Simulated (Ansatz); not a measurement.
C$_{2}$H$_{3}$BO$_{2}$ at its PBE0-D4/def2-TZVP geometry, where that method's forces vanish. Charge 0, multiplicity 1. The bonds changed during the relaxation, so this is another structure than the one it started from.

```xyz
8

O     1.2584    1.2614    1.4284
C     0.5606    0.5322    0.7733
B    -0.8475    0.0792    0.3650
C     0.4682    0.1577   -0.6295
O    -0.3362   -1.0790   -0.5444
H    -1.9954    0.3577    0.3185
H     0.7339    0.4555   -1.6337
H     0.1579   -1.7647   -0.0777
```

Question: What forces (eV/Å) does ωB97M-V/def2-TZVPP give on these atoms in Ansatz 0.2.0? (Best estimate.)

Answer: Computed: 
```
O1   0.105  0.055  0.054
C2  -0.110 -0.051  0.046
B3  -0.288  0.125  0.063
C4   0.198  0.239 -0.314
O5   0.012 -0.359  0.081
H6   0.169 -0.038  0.014
H7  -0.022 -0.026  0.130
H8  -0.064  0.054 -0.074
```
